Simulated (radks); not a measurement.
Values are calculated unless marked as measured or tabulated.
Question: Valence configurations of Cu3+ (all share [Ar]). Level of theory: scalar-relativistic Kohn-Sham, PBE, spin-unpolarised, spherical densities, point nucleus (a radial shooting solver on a logarithmic mesh with Libxc functionals). Order these by energy: 3d7 4s1; 3d7 4p1; 3d6 4s1 4p1; 3d6 4p2; 3d7.5 4p0.5; 3d6 4s2; 3d6.5 4s1 4p0.5; 3d8; 3d7 4s0.5 4p0.5.

Answer: From the lowest, in eV above it: 3d8 0.000; 3d7.5 4p0.5 12.170; 3d7 4s1 17.018; 3d7 4s0.5 4p0.5 21.497; 3d7 4p1 25.995; 3d6.5 4s1 4p0.5 32.273; 3d6 4s2 39.825; 3d6 4s1 4p1 49.356; 3d6 4p2 58.955. NIST lists [Ar] 3d8 as the ground configuration; this level of theory agrees among the configurations tried. The energies are those of spherical spin-averaged densities, not of single terms.
